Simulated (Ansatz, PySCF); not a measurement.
Reaction R1 + 0.5 R2 → P1, each structure at its B3LYP-D3(BJ)/def2-TZVP stationary point, reached from a drawn start (curvature not checked).
R1, OTi (SMILES [O]=[Ti]) (charge 0, multiplicity 3):
| atom | x (Å) | y (Å) | z (Å) |
|---|---|---|---|
| Ti | -0.0091 | -0.0183 | -0.8060 |
| O | 0.0091 | 0.0183 | 0.8060 |
P1: O2Ti (SMILES [O]=[Ti]=[O]), charge 0, multiplicity 1.
R2, O2 (SMILES O=O) (charge 0, multiplicity 3):
```json
[
 {"atom": "O", "x (Å)": "0.0000", "y (Å)": "0.0000", "z (Å)": "0.6022"},
 {"atom": "O", "x (Å)": "0.0000", "y (Å)": "0.0000", "z (Å)": "-0.6022"}
]
```

P less R. No zero-point or thermal terms; singlets are restricted closed shells; open shells are unrestricted; no spin–orbit coupling. The spin states of the d-block species are the ones drawn and need not be the lowest.

Cores are frozen in the correlated methods. CBS(a, b) extrapolates the correlation energy as X⁻³ and adds the Hartree–Fock energy of set b.

Run with Ansatz (Gaussian orbitals); PySCF for the D3/D4 terms. Each number belongs to the level named beside it.

Question: Estimate the reaction energy that MP2/def2-SVP returns for this input.

Answer: -93.7 kcal/mol

Question: Estimate the reaction energy that BHLYP-D4/def2-TZVPP returns for this input.

Answer: -59.6 kcal/mol

Question: What reaction energy does CCSD(T)/CBS(def2-TZVPP, def2-QZVPP) give?

Answer: -81.9 kcal/mol

Ansatz is an electronic-structure program.
